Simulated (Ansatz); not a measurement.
Wavefunction ladder for CH9FSi3 (`FC([SiH3])([SiH3])[SiH3]`)

| atom | x (Å) | y (Å) | z (Å) |
| --- | --- | --- | --- |
| F1 | -0.740 | -1.487 | 0.936 |
| C2 | -0.186 | -0.373 | 0.235 |
| Si3 | 1.567 | -0.106 | 0.903 |
| Si4 | -1.300 | 1.120 | 0.581 |
| Si5 | -0.171 | -0.821 | -1.606 |
| H6 | 2.161 | 1.053 | 0.187 |
| H7 | 2.390 | -1.318 | 0.662 |
| H8 | 1.514 | 0.180 | 2.359 |
| H9 | -1.329 | 1.401 | 2.039 |
| H10 | -0.741 | 2.290 | -0.145 |
| H11 | -2.678 | 0.843 | 0.100 |
| H12 | 0.407 | 0.327 | -2.354 |
| H13 | 0.662 | -2.031 | -1.824 |
| H14 | -1.556 | -1.078 | -2.075 |

The species carries charge 0 and has multiplicity 1. The geometry is a stationary point of PBE0-D4/def2-TZVP. Frozen core, restricted reference, Ansatz 0.2.0. CBS rows extrapolate triple and quadruple zeta; past MP2 they add the triple-zeta difference.

| basis | HF (Eh) | MP2 corr. | CCSD corr. | (T) | CCSD(T) total |
| --- | --- | --- | --- | --- | --- |
| def2-TZVPP | -1009.40475 | -0.80484 | -0.87626 | -0.03073 | -1010.31174 |
| def2-QZVPP | -1009.43807 | -0.86819 | – | – | – |
| CBS(def2) | -1009.44266 | -0.91511 | -0.98653 | as TZ | -1010.45992 |
